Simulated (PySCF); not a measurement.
**Electron correlation in Cl⁺ (chlorine, charge +1)**

[Ne] 3s2 3p4, high-spin 3P determinant. Computed with PySCF 2.14 in x2c-SVPall, with the spin-free X2C one-electron Hamiltonian (Gaussian nucleus). Frozen: [Ne]; 6 electrons correlated.

MP2 pair energies summed by pair of shells (mhartree):

```
 pair  energy  share (%)
3p-3p  -43.36       48.7
3s-3p  -38.20       42.9
3s-3s   -7.49        8.4
```

Total MP2 correlation energy: -89.04 mhartree.

Same-spin part -21.77 and opposite-spin part -67.27 mhartree; SCS-MP2 scales them by 1/3 and 6/5 to -87.98 mhartree.

```csv
level,correlation energy (mhartree)
CCSD,-108.12
(T),-1.03
CCSD(T),-109.15
```

Diagnostics: T1 = 0.0061, D1 = 0.0199, largest double amplitude 0.051.

Is a single reference adequate?

Yes: T1 lies below 0.03 and no double amplitude reaches 0.07.
